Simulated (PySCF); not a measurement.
C3H2F6.
SMILES: `FCC(F)(F)C(F)(F)F`

A linear-response calculation (PySCF, def2-SVPD basis, gas phase, vertical, core orbitals frozen in the response) gave these numbers; the functional is withheld.

Orbital energies (eV): HOMO-3 -14.09, HOMO-2 -13.47, HOMO-1 -12.48, HOMO -11.92, LUMO 1.13, LUMO+1 1.46, LUMO+2 1.90.

```csv
state,E (eV),f,"main configurations (H = HOMO, L = LUMO)"
S1,9.45,0.0095,"H→L+1 (56%), H→L (31%)"
S2,9.77,0.0057,"H-1→L (50%), H-1→L+1 (42%)"
S3,10.15,0.0088,"H→L (61%), H→L+1 (30%)"
S4,10.58,0.052,"H-1→L (27%), H-1→L+1 (25%), H→L+2 (13%)"
S5,10.59,0.031,"H→L+2 (26%), H→L+4 (23%), H-1→L (13%)"
S6,11.08,0.059,"H-2→L+1 (32%), H→L+2 (21%), H→L+3 (16%)"
```

Triplets (Tamm–Dancoff): T1 8.95 eV, H→L+1 (58%), H→L (22%), H→L+8 (8%); T2 9.32 eV, H-1→L+1 (45%), H-1→L (40%); T3 9.91 eV, H→L (58%), H→L+1 (21%); T4 10.03 eV, H→L+4 (35%), H→L+2 (23%).

Vertical ionisation energy by ΔSCF with the same functional: 12.97 eV. Mean static polarisability: 42.6 au.

Question: Which of these was used?
A. HF
B. PBE
C. B3LYP
D. CAM-B3LYP

Answer: D. CAM-B3LYP is range-separated, 19% exact exchange at short range and 65% at long range (ω = 0.33 bohr⁻¹). In this run −ε(HOMO) = 11.92 eV differs from the ΔSCF value by -1.05 eV, and S1 differs from the orbital gap of 13.05 eV by -3.60 eV. The ratio −ε(HOMO)/IP is 0.92. Usual ranges for neutral molecules in this basis: 0.85 to 0.93 with CAM-B3LYP, 0.5 to 0.7 with PBE, 0.67 to 0.83 with B3LYP; Hartree–Fock can't fall below 1, since the ion's relaxation only lowers the ΔSCF value. The other options: PBE, a GGA without exact exchange; HF, time-dependent Hartree–Fock, 100% exact exchange; B3LYP, a global hybrid with 20% exact exchange.

Method used: TDDFT CAM-B3LYP/def2-SVPD, vertical, gas phase, core orbitals frozen in the response in PySCF 2.14.0, density-fitted response routines. The structure is a single PBE0-D3(BJ)/def2-SVP conformer in the gas phase; no vibrational or solvent corrections.

The values belong to the conformer `[F:1][CH2:2][C:3]([F:4])([F:5])[C:6]([F:7])([F:8])[F:9]`: F1–C2–C3–F4 177°, C2–C3–C6–F7 -68°.
